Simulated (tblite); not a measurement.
A geometry optimisation, step by step.

Species: C6H14B (charge -1).
Atom-mapped SMILES: `[CH3:1][BH2-:2][CH:3]1[CH2:4][CH2:5][CH2:6][CH2:7]1` (hydrogens: H8, H9, H10 on C1; H11, H12 on B2; H13 on C3; H14, H15 on C4; H16, H17 on C5; H18, H19 on C6; H20, H21 on C7)

Computed with GFN2-xTB (tblite), gas phase: L-BFGS steps from a force-field or distance-geometry start until the largest atomic force falls under 0.01 eV/Å. 6 of its 64 geometries are shown.

Step 0: E = -582.5349 eV, largest atomic force 1.018 eV/Å
```
atom  x, y, z in Å  |  force x, y, z in eV/Å
C1      2.791   -0.198    0.030    0.183   0.026   0.418
B2      1.552    0.117   -0.967    0.340  -0.189  -0.058
C3      0.200    0.383   -0.126   -0.204   0.661   0.092
C4     -0.955    0.850   -1.032    0.065  -0.082   0.100
C5     -2.226    0.484   -0.255   -0.695   0.591  -0.355
C6     -1.853   -0.609    0.733   -0.365  -0.400   0.862
C7     -0.349   -0.845    0.580    0.223  -0.324   0.583
H8      2.613   -1.145    0.574    0.376   0.415  -0.070
H9      3.724   -0.286   -0.558   -0.181  -0.007   0.554
H10     2.892    0.627    0.771    0.269  -0.610  -0.300
H11     1.407   -0.811   -1.701   -0.180  -0.518  -0.456
H12     1.818    1.074   -1.605    0.144   0.790  -0.527
H13     0.380    1.182    0.637   -0.256  -0.401  -0.310
H14    -0.942    0.291   -1.994    0.155   0.450   0.536
H15    -0.902    1.944   -1.224    0.003  -0.692  -0.118
H16    -3.018    0.135   -0.949    0.147   0.279   0.347
H17    -2.600    1.383    0.285    0.039  -0.500  -0.308
H18    -2.416   -1.549    0.532    0.154   0.532   0.285
H19    -2.075   -0.268    1.777   -0.019  -0.377  -0.667
H20     0.143   -0.985    1.579   -0.345  -0.068  -0.840
H21    -0.193   -1.757   -0.027    0.145   0.422   0.230
```

Step 13: E = -582.7522 eV, largest atomic force 0.083 eV/Å
```
atom  x, y, z in Å  |  force x, y, z in eV/Å
C1      2.828   -0.202    0.036   -0.008   0.003   0.020
B2      1.586    0.127   -0.994   -0.009   0.015  -0.060
C3      0.196    0.398   -0.130    0.010   0.041  -0.014
C4     -0.974    0.836   -1.012    0.010  -0.003  -0.031
C5     -2.260    0.492   -0.249   -0.026   0.034  -0.009
C6     -1.875   -0.609    0.751   -0.004  -0.021   0.049
C7     -0.365   -0.836    0.577    0.041  -0.022   0.003
H8      2.666   -1.130    0.591    0.009  -0.005   0.012
H9      3.789   -0.307   -0.477   -0.026   0.005  -0.011
H10     2.954    0.592    0.779    0.028  -0.003   0.007
H11     1.401   -0.812   -1.760    0.024  -0.040   0.024
H12     1.840    1.118   -1.666    0.030   0.054   0.056
H13     0.352    1.179    0.628   -0.011   0.005   0.011
H14    -0.933    0.280   -1.950   -0.025  -0.048  -0.013
H15    -0.918    1.898   -1.257   -0.017  -0.004  -0.028
H16    -3.056    0.163   -0.923   -0.009  -0.011  -0.010
H17    -2.637    1.371    0.282    0.017   0.029   0.027
H18    -2.442   -1.528    0.572   -0.007  -0.011  -0.016
H19    -2.103   -0.291    1.772    0.012   0.025   0.026
H20     0.127   -1.009    1.536   -0.002  -0.026   0.003
H21    -0.187   -1.713   -0.046   -0.035  -0.019  -0.045
```

Step 25: E = -582.7674 eV, largest atomic force 0.075 eV/Å
```
atom  x, y, z in Å  |  force x, y, z in eV/Å
C1      2.841   -0.196    0.063   -0.016  -0.001  -0.003
B2      1.605    0.155   -0.972    0.027  -0.006   0.056
C3      0.185    0.399   -0.148   -0.041  -0.018   0.029
C4     -0.992    0.802   -1.038   -0.038  -0.008  -0.011
C5     -2.268    0.508   -0.231    0.012  -0.030   0.012
C6     -1.876   -0.596    0.768    0.008   0.001  -0.026
C7     -0.373   -0.847    0.541   -0.029  -0.022   0.002
H8      2.680   -1.126    0.618   -0.011   0.014  -0.013
H9      3.780   -0.318   -0.487   -0.003   0.002   0.063
H10     3.009    0.589    0.807   -0.012  -0.004  -0.023
H11     1.462   -0.773   -1.754   -0.032  -0.022  -0.064
H12     1.884    1.167   -1.597   -0.018   0.061  -0.037
H13     0.309    1.181    0.614   -0.006   0.017   0.036
H14    -0.978    0.184   -1.938    0.001  -0.029  -0.017
H15    -0.945    1.845   -1.354    0.031   0.014   0.006
H16    -3.094    0.191   -0.877    0.008   0.004   0.004
H17    -2.606    1.403    0.302    0.064  -0.002  -0.002
H18    -2.460   -1.507    0.605   -0.005   0.008  -0.001
H19    -2.072   -0.273    1.796    0.050   0.027  -0.019
H20     0.143   -1.075    1.474    0.018   0.010   0.022
H21    -0.242   -1.700   -0.128   -0.010  -0.017  -0.014
```

Step 38: E = -582.7755 eV, largest atomic force 0.055 eV/Å
```
atom  x, y, z in Å  |  force x, y, z in eV/Å
C1      2.831   -0.188    0.074   -0.012   0.002   0.006
B2      1.610    0.178   -0.970   -0.036   0.003  -0.041
C3      0.180    0.383   -0.156    0.000   0.009  -0.010
C4     -0.993    0.769   -1.058    0.018   0.010  -0.005
C5     -2.256    0.514   -0.223    0.002   0.016  -0.022
C6     -1.865   -0.590    0.774   -0.008  -0.010   0.011
C7     -0.375   -0.872    0.518    0.008   0.005   0.017
H8      2.645   -1.112    0.628   -0.007  -0.007   0.007
H9      3.783   -0.324   -0.449    0.000   0.009   0.007
H10     2.991    0.599    0.817   -0.006   0.001   0.009
H11     1.471   -0.728   -1.785    0.034   0.013  -0.009
H12     1.874    1.216   -1.566    0.008  -0.014  -0.001
H13     0.272    1.164    0.615    0.021  -0.018  -0.011
H14    -0.986    0.123   -1.940   -0.014  -0.010   0.024
H15    -0.933    1.802   -1.405    0.009   0.004   0.009
H16    -3.109    0.222   -0.844   -0.006  -0.008   0.006
H17    -2.540    1.425    0.313   -0.001  -0.007  -0.003
H18    -2.476   -1.488    0.641   -0.013  -0.010  -0.006
H19    -2.020   -0.244    1.801    0.012  -0.006   0.002
H20     0.152   -1.118    1.442    0.011  -0.005  -0.003
H21    -0.265   -1.717   -0.166   -0.019   0.021   0.011
```

Step 50: E = -582.7769 eV, largest atomic force 0.023 eV/Å
```
atom  x, y, z in Å  |  force x, y, z in eV/Å
C1      2.822   -0.184    0.079   -0.005   0.000  -0.004
B2      1.612    0.181   -0.980    0.018  -0.005   0.014
C3      0.182    0.376   -0.165   -0.001  -0.005  -0.006
C4     -0.993    0.763   -1.060   -0.014   0.005  -0.002
C5     -2.253    0.518   -0.219   -0.004  -0.013   0.012
C6     -1.863   -0.587    0.779    0.004   0.000  -0.006
C7     -0.375   -0.876    0.514   -0.002   0.006  -0.001
H8      2.629   -1.110    0.629    0.004   0.002  -0.006
H9      3.782   -0.318   -0.430   -0.003   0.007   0.013
H10     2.970    0.602    0.826   -0.004  -0.007  -0.002
H11     1.493   -0.716   -1.805   -0.004  -0.006   0.001
H12     1.877    1.226   -1.563    0.002  -0.003  -0.001
H13     0.284    1.155    0.606   -0.004   0.000  -0.002
H14    -0.996    0.107   -1.934   -0.003   0.004  -0.010
H15    -0.928    1.793   -1.414   -0.002   0.017  -0.009
H16    -3.111    0.226   -0.833   -0.004   0.005  -0.001
H17    -2.532    1.430    0.318    0.003   0.002  -0.003
H18    -2.479   -1.482    0.648    0.000   0.000   0.006
H19    -2.009   -0.240    1.807    0.007  -0.003  -0.002
H20     0.158   -1.127    1.432    0.009  -0.008   0.001
H21    -0.278   -1.720   -0.174    0.003   0.002   0.008
```

Step 63: E = -582.7777 eV, largest atomic force 0.010 eV/Å
```
atom  x, y, z in Å  |  force x, y, z in eV/Å
C1      2.814   -0.185    0.088    0.003  -0.002   0.005
B2      1.616    0.176   -0.985   -0.001  -0.002  -0.001
C3      0.181    0.374   -0.179    0.001   0.002   0.001
C4     -1.000    0.764   -1.067    0.002   0.005   0.001
C5     -2.253    0.519   -0.213   -0.002   0.004  -0.002
C6     -1.856   -0.586    0.782    0.002   0.002   0.000
C7     -0.371   -0.877    0.504    0.003   0.000   0.002
H8      2.628   -1.119    0.624   -0.001  -0.009  -0.003
H9      3.785   -0.296   -0.405    0.002   0.004  -0.001
H10     2.937    0.594    0.847   -0.003   0.004   0.003
H11     1.504   -0.725   -1.808   -0.004  -0.003   0.001
H12     1.889    1.218   -1.570   -0.009   0.000  -0.002
H13     0.285    1.153    0.592   -0.001   0.000   0.000
H14    -1.013    0.113   -1.944    0.003  -0.002   0.007
H15    -0.938    1.796   -1.416    0.003   0.002  -0.009
H16    -3.117    0.231   -0.820   -0.001  -0.009  -0.001
H17    -2.523    1.433    0.324    0.000   0.000   0.005
H18    -2.476   -1.479    0.661    0.002   0.005  -0.001
H19    -1.990   -0.236    1.810   -0.003  -0.001  -0.002
H20     0.169   -1.127    1.418    0.004  -0.005   0.000
H21    -0.281   -1.723   -0.181    0.000   0.005  -0.004
```

**Question.** Summarise the path.

**Answer.** The energy falls by 5.60 kcal/mol from step 0 to step 63; nine tenths of that is first reached at step 15. It falls at every step. The largest force goes from 1.018 to 0.010 eV/Å. Among the bonds B2–H12 changes most (a near tie, within 0.001 Å, with another), from 1.181 to 1.225 Å; the atoms move by 0.139 Å rms after alignment.

**Question.** Follow the three bonds and two angles with the largest change from start to end.

**Answer.** 
```tsv
step	E above end (kcal/mol)	largest force (eV/Å)	B2–H12 (Å)	B2–C3 (Å)	B2–H11 (Å)	C4–C3–C7 (°)	H9–C1–H10 (°)
0	5.60	1.018	1.181	1.614	1.193	104.3	109.7
3	1.62	0.309	1.222	1.641	1.223	104.0	108.5
5	1.10	0.203	1.229	1.646	1.230	103.3	107.2
8	0.76	0.199	1.224	1.653	1.227	103.2	106.7
11	0.64	0.076	1.227	1.660	1.228	103.0	106.8
14	0.56	0.087	1.222	1.659	1.224	102.4	106.6
16	0.51	0.105	1.221	1.661	1.223	102.1	106.4
19	0.43	0.082	1.228	1.666	1.229	101.9	106.3
22	0.32	0.082	1.229	1.663	1.228	101.7	106.7
25	0.24	0.075	1.221	1.660	1.222	101.3	106.8
27	0.19	0.061	1.222	1.661	1.225	101.1	106.6
30	0.14	0.069	1.227	1.660	1.229	101.2	106.4
33	0.09	0.070	1.224	1.657	1.225	101.1	106.5
36	0.06	0.046	1.224	1.658	1.225	100.9	106.6
38	0.05	0.055	1.226	1.658	1.226	100.9	106.6
41	0.03	0.046	1.225	1.657	1.225	100.9	106.5
44	0.02	0.022	1.225	1.658	1.225	100.9	106.5
47	0.02	0.015	1.225	1.658	1.226	100.8	106.7
49	0.02	0.016	1.225	1.658	1.225	100.8	106.7
52	0.01	0.027	1.225	1.657	1.225	100.9	106.6
55	0.01	0.020	1.225	1.657	1.225	101.0	106.5
58	0.00	0.013	1.225	1.658	1.225	101.0	106.6
60	0.00	0.022	1.225	1.658	1.225	100.9	106.6
63	0.00	0.010	1.225	1.658	1.225	100.9	106.6
```

Hardware: one thread of an Arm Neoverse N1, shared host.
